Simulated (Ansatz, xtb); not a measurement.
**Two structures of C3H5BrF+**

We compare X, a singlet given by its coordinates, with Y, `CC[C+](F)Br`, a singlet. Both are isolated ions in the gas phase, relaxed with r2SCAN-D4/def2-SVP; the shapes shown needn't be the lowest conformers.

X (Å):

```xyz
10

C    -0.7620    0.7974    0.8123
C    -1.3901    0.6617   -0.5212
C    -0.5952    0.4525   -1.7264
Br   -1.6581   -1.3039   -1.1983
F     0.6853    0.3234   -1.6119
H    -1.4625    0.5198    1.6118
H    -0.5436    1.8765    0.9380
H     0.1778    0.2381    0.9062
H    -2.3737    1.1220   -0.6897
H    -0.9460    0.7184   -2.7343
```

Close contacts (Å): C1–C2 1.48, C2–C3 1.46, C2–Br4 2.10, C3–Br4 2.12, C3–F5 1.29, C1–H6 1.10, C1–H7 1.11, C1–H8 1.10, C2–H9 1.10, C3–H10 1.10.

Y (Å):

| atom | x (Å) | y (Å) | z (Å) |
| --- | --- | --- | --- |
| C | 2.0899 | -0.4322 | -0.6453 |
| C | 0.8369 | -0.5437 | 0.2125 |
| C | 0.6708 | -1.7981 | 0.9356 |
| Br | -0.8116 | -2.2919 | 1.8434 |
| F | 1.6388 | -2.6235 | 0.9589 |
| H | 2.1064 | 0.5616 | -1.1113 |
| H | 2.0931 | -1.1861 | -1.4453 |
| H | 3.0042 | -0.5441 | -0.0462 |
| H | -0.1106 | -0.3484 | -0.3308 |
| H | 0.8003 | 0.2365 | 1.0120 |

Estimate which is lower in electronic energy at CCSD(T)/def2-SVP + ΔMP2/def2-TZVPP, and by roughly how much.

Too close to call at this level: CCSD(T)/def2-SVP + ΔMP2/def2-TZVPP gives E(Y) − E(X) = +0.79 kJ/mol.

Level by level:

```
                             level            geometry  E(Y) − E(X) (kJ/mol)  departure from the last row (kJ/mol)  job, with rough time for the two
                r2SCAN-D4/def2-SVP  r2SCAN-D4/def2-SVP                  −10.32                                −11.11                optimisation, 76 s
                       HF/def2-SVP  r2SCAN-D4/def2-SVP                  −10.45                                −11.24           part of the CCSD(T) run
                      MP2/def2-SVP  r2SCAN-D4/def2-SVP                   −7.92                                 −8.71           part of the CCSD(T) run
                  CCSD(T)/def2-SVP  r2SCAN-D4/def2-SVP                  −11.26                                −12.05                      single point
CCSD(T)/def2-SVP + ΔMP2/def2-TZVPP  r2SCAN-D4/def2-SVP                   +0.79                                                      single point, 31 s
```

The largest departure from CCSD(T)/def2-SVP + ΔMP2/def2-TZVPP is that of CCSD(T)/def2-SVP, 12.05 kJ/mol. Levels run at GFN2-xTB geometries aren't shown. The last row adds to CCSD(T) the change of the MP2 difference between the two basis sets, here +12.05 kJ/mol.

With harmonic frequencies from r2SCAN-D4/def2-SVP (ideal gas, rigid rotor, one conformer each, 298.15 K, 1 atm): on the last row, ΔE + ΔZPE = −1.17 kJ/mol. A mode under 50 cm⁻¹ makes harmonic enthalpies and free energies unreliable, so none is given.

The correlated steps freeze 13 core orbitals; the filled d shell of Br is correlated, in a basis made for valence electrons. Codes used: Ansatz 0.2.0; the last row on 2 threads of Intel(R) Xeon(R) 6975P-C (Granite Rapids) on a shared host.
